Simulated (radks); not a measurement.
Q: These are the eigenvalues of the occupied orbitals of an atom or ion with whole-number occupations (hartree). Calculated with a radial shooting solver on a logarithmic mesh with Libxc functionals: Dirac Kohn-Sham, BLYP, spin-unpolarised, spherical densities, finite nucleus; Fermi nuclear charge, rms radius of each element as measured or else 0.836 A^(1/3) + 0.57 fm.

orbital  eigenvalue
1s1/2     -1596.651
2s1/2     -260.7623
2p1/2     -246.8886
2p3/2     -227.7717
3s1/2     -59.05861
3p1/2     -53.13012
3p3/2     -49.31529
3d3/2     -38.97909
3d5/2     -38.15475
4s1/2     -14.20263
4p1/2     -11.95759
4p3/2     -11.11609
4d3/2      -7.41414
4d5/2      -7.26295
5s1/2      -4.10467
5p1/2      -3.41811
5p3/2      -3.26203
4f5/2      -2.98334

Which element is it, and in what charge state? The configuration may be excited. Open shells, if any, fill j = l - 1/2 first.

A: Z = 60, neodymium, charge +6: Nd6+ in [Kr] 4d10 4f2 5s2 5p4. The list shows which subshells hold electrons but not how many an open one holds; the 1s level, -1596.7 hartree, gives Z - s = 56.5 by -(Z - s)^2/2, which with screening and relativity narrows Z to a few neighbours, and the depths of the outer levels then fix element, charge and occupations together.
